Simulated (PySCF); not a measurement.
## UHF on Be(2+) (beryllium, charge +2)

Configuration: 1s2, closed-shell 1S. All numbers are calculated (PySCF 2.14, the spin-free X2C one-electron Hamiltonian (Gaussian nucleus), in cc-pVTZ-DK (4s3p2d1f, 30 functions)).

| Property | Result |
| --- | --- |
| Total energy | -13.613522 hartree |
| One-electron energy | -15.8909 hartree |
| Hartree (Coulomb) energy | 4.5548 hartree |
| Exchange energy | -2.2774 hartree |
| ⟨S²⟩ | 0.0000 |
| ⟨L²⟩ | 0.000 |
| Sum of ⟨r⟩ | 0.8282 bohr |
| Sum of ⟨r²⟩ | 0.4635 bohr² |
| Langevin diamagnetic susceptibility | -0.367 ×10⁻⁶ cm³/mol |
| Time after the integrals | 0.04 s of wall time on 1 thread of Intel(R) Xeon(R) Platinum 8488C (shared host) |

| shell | electrons | mean orbital energy (hartree) | rms radius, mean of both spins (bohr) |
| --- | --- | --- | --- |
| 1s | 2 | -5.66807 | 0.481 |
